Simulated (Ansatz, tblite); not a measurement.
Cost and result up the ladder for the cluster Al₅Ru₂⁻ (the lowest singlet isomer of a short search) (7 atoms). Charge -1, multiplicity 1. Geometry: PBE-D4/def2-SVPD.

```xyz
7

Ru    0.670    0.504   -0.193
Ru   -1.461   -1.791    1.193
Al    1.553    0.584   -2.355
Al    0.402    2.820   -0.349
Al    0.669   -1.937    0.225
Al   -0.309    0.069    2.037
Al   -1.524   -0.248   -0.557
```

Ansatz on 4 threads of AMD EPYC 9R45 on a shared host; xTB runs through tblite on one thread. Times are rough, summed over both states, and most runs start from the orbitals of an earlier one. No level here is sound enough to serve as a yardstick. The other state is a doublet.

In the def2 sets Ru takes a core potential; there is no spin–orbit coupling. The xTB rows come from tblite. HOMO above LUMO, or a gap near zero within one spin, warns that the state may not be the lowest or that an electron is smeared out. The structure comes from a short search, and lower isomers may exist.

Run but left out: PBE0-D4/def2-TZVPD (singlet: restricted singlet, unstable towards broken spin symmetry).

Raw xTB energies of ions are shifted by several eV.

```
               level  functions  wall time  vertical IE (eV)                                  remarks
            GFN1-xTB         63    0.033 s              4.47                                        –
            GFN2-xTB         63     0.24 s              4.50                                        –
   PBE-D4/def2-TZVPD        295       20 s              2.36  gap within one spin near zero (doublet)
r2SCAN-D4/def2-TZVPD        295       46 s              2.28  spin-contaminated (⟨S²⟩ 0.85) (doublet)
```
